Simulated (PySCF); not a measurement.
A side-by-side comparison of computed properties.

First species: C4H12O2Si3.
SMILES: `CC#C[Si@H](O[SiH3])O[SiH2]C`

Second species: C₆H₅F₃Si.
Geometry (GFN2-xTB, Å), atoms numbered from 1 in this order:
```
atom  x, y, z in Å
F1     3.8958    1.5959    0.5847
C2     3.4721    0.4702   -0.0221
F3     4.1859   -0.5388    0.5136
F4     3.8638    0.5665   -1.3086
C5     2.0458    0.2724    0.1060
C6     0.8557    0.1058    0.2308
C7    -0.5184   -0.0777    0.2645
C8    -1.3490   -0.2735    1.3049
C9    -2.7181   -0.4045    0.7049
Si10  -1.9174   -0.1544   -1.0357
H11   -1.1130   -0.3296    2.3565
H12   -3.4084    0.3618    1.0571
H13   -3.1795   -1.3696    0.9135
H14   -1.9002   -1.3163   -1.9176
H15   -2.2194    1.0997   -1.7169
```

Levels: PBE0/pcSseg-1 for dipole moment, HOMO energy, LUMO energy and HOMO–LUMO gap; GFN2-xTB for rotational constant A and rotational constant C. Geometries: GFN2-xTB. Each species is one conformer at its optimised geometry, gas phase, non-relativistic unless stated; the electronic structure was computed with PySCF and density fitting.

The conformers computed, where there is a choice (atom-mapped SMILES and torsion angles):
- `[CH3:1][C:2]#[C:3][Si@H:4]([O:5][SiH3:6])[O:7][SiH2:8][CH3:9]`: C3–Si4–O5–Si6 -93°, C3–Si4–O7–Si8 77°, Si4–O7–Si8–C9 45°

```csv
property,column X,column Y
dipole moment,1.86 D,4.72 D
HOMO energy,-7.76 eV,-7.56 eV
LUMO energy,0.14 eV,-1.64 eV
HOMO–LUMO gap,7.90 eV,5.92 eV
rotational constant A,1.001 GHz,3.055 GHz
rotational constant C,0.449 GHz,0.393 GHz
```

**Question.** Which column belongs to which species?

**Answer.** Column X is the first species and column Y the second. The first has 21 atoms and 94 electrons, the second 15 and 82.

**Question.** How does each property change from the first species to the second?

**Answer.** dipole moment +2.86 D; HOMO energy +0.20 eV; LUMO energy -1.78 eV; HOMO–LUMO gap -1.98 eV; rotational constant A +2.054 GHz; rotational constant C -0.056 GHz.

On the first: In atomic units the dipole is 0.73 e·bohr (1 au = 2.5417 D).

On the second: The dipole equals about 15.7 × 10⁻³⁰ C·m (1 D = 3.33564 × 10⁻³⁰ C·m).
